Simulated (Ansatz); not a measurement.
Start from `C[Se]C(F)(F)F` and change one atom or group to get `[CH3][Zn][Se]C(F)(F)F`.

Ansatz, PBE0-D4/def2-TZVP geometries, multiplicity 1. Each molecule was computed in one conformer, which needn't be the lowest.

Scalar relativity is left out up to krypton.

| property | `C[Se]C(F)(F)F` |
| --- | --- |
| HOMO–LUMO gap (ωB97M-V/def2-TZVPP) / eV | 10.79 |
| HOMO–LUMO gap (PBE/def2-TZVPP) / eV | 4.49 |
| size of the dipole moment (PBE/def2-TZVPP) / D | 2.04 |
| HOMO energy (PBE/def2-TZVPP) / eV | -5.82 |
| HOMO–LUMO gap (PBE0/def2-TZVPP) / eV | 6.63 |
| size of the dipole moment (ωB97M-V/def2-TZVPP) / D | 2.24 |

Problem. What does the change do to each property? (An estimate is asked.)

Solution. The calculation gave: 
| property | `[CH3][Zn][Se]C(F)(F)F` | shift |
| --- | --- | --- |
| HOMO–LUMO gap (ωB97M-V/def2-TZVPP) / eV | 10.06 | -0.73 |
| HOMO–LUMO gap (PBE/def2-TZVPP) / eV | 4.29 | -0.20 |
| size of the dipole moment (PBE/def2-TZVPP) / D | 2.34 | 0.30 |
| HOMO energy (PBE/def2-TZVPP) / eV | -6.05 | -0.23 |
| HOMO–LUMO gap (PBE0/def2-TZVPP) / eV | 6.29 | -0.34 |
| size of the dipole moment (ωB97M-V/def2-TZVPP) / D | 2.56 | 0.32 |

With PBE0 the HOMO falls by 0.18 eV and the LUMO falls by 0.53 eV, so the gap narrows by about 0.35 eV. PBE moves the HOMO by -0.23 eV and ωB97M-V by -0.13 eV. Dipoles are sizes alone; their direction can turn.

Spin–orbit coupling is left out; it splits and shifts lone-pair levels of the heavy atoms by tenths of an eV.
